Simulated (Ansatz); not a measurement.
Geometry optimisation, RKS PBE0-D4/STO-3G in Ansatz 0.2.0.

The input (input.yaml):

```yaml
crystal:
  periodic: [false, false, false]
  atoms:
    - { symbol: Si, position_ang: [0.612, -1.1163, 2.3867] }
    - { symbol: Si, position_ang: [1.0203, 0.2921, 0.6009] }
    - { symbol: O, position_ang: [1.2437, -0.5368, -0.856] }
    - { symbol: C, position_ang: [0.1768, -0.6863, -1.6648] }
    - { symbol: C, position_ang: [-0.6788, 0.6173, -1.7863] }
    - { symbol: Si, position_ang: [-0.9614, 1.3424, -0.0173] }
    - { symbol: H, position_ang: [1.7829, -1.865, 2.7759] }
    - { symbol: H, position_ang: [0.17, -0.2507, 3.5433] }
    - { symbol: H, position_ang: [-0.5306, -1.9987, 2.0752] }
    - { symbol: H, position_ang: [2.1281, 1.2726, 0.8487] }
    - { symbol: H, position_ang: [0.4201, -1.0156, -2.6358] }
    - { symbol: H, position_ang: [-0.4984, -1.4966, -1.2319] }
    - { symbol: H, position_ang: [-1.681, 0.5029, -2.3042] }
    - { symbol: H, position_ang: [-0.1163, 1.3692, -2.3139] }
    - { symbol: H, position_ang: [-2.1657, 0.6983, 0.6112] }
    - { symbol: H, position_ang: [-0.9446, 2.8486, 0.0127] }
basis:
  gaussian: { orbitals: STO-3G }
hamiltonian:
  xc: pbe0
  dispersion: d4
relax:
  f_tol: 0.015
  max_steps: 40
output:
  orbitals: {}
```

Command:

```bash
$ ansatz run input.yaml --threads 1 --pin off --max-ram 2048MiB --backend cpu --events-out ev --progress --plain --runs-dir out
```

Task: Where does it end, and by what steps?

Result: It converged. The force dipped under the threshold on the way, but the program's further checks kept it going. Limits of this set-up: minimal basis. After 10 steps the energy has fallen by 0.975 eV; H15 moved furthest, 0.37 Å.

```csv
step,energy less start (eV),largest force component (eV/Å),accepted
0,0.0000,5.354,yes
1,-0.7788,1.855,yes
2,-0.9272,0.811,yes
3,-0.9543,0.575,yes
4,-0.9689,0.151,yes
5,-0.9150,0.617,no
6,-0.9737,0.043,yes
7,-0.9744,0.012,yes
8,-0.9745,0.017,yes
9,-0.9745,0.012,no
10,-0.9745,0.005,yes
```

```xyz
16
Properties=species:S:1:pos:R:3
Si 0.579 -1.135 2.337
Si 0.922 0.365 0.688
O 1.384 -0.386 -0.818
C 0.180 -0.651 -1.593
C -0.772 0.589 -1.756
Si -0.903 1.422 -0.070
H 1.762 -1.914 2.615
H 0.201 -0.458 3.556
H -0.486 -2.050 2.001
H 2.038 1.217 1.044
H 0.521 -0.994 -2.590
H -0.414 -1.486 -1.155
H -1.737 0.250 -2.151
H -0.338 1.277 -2.491
H -2.137 1.072 0.595
H -0.823 2.860 -0.168
```

The run took 93 s on 1 thread of Arm Neoverse N1 (shared host), peak memory 0.15 GiB.
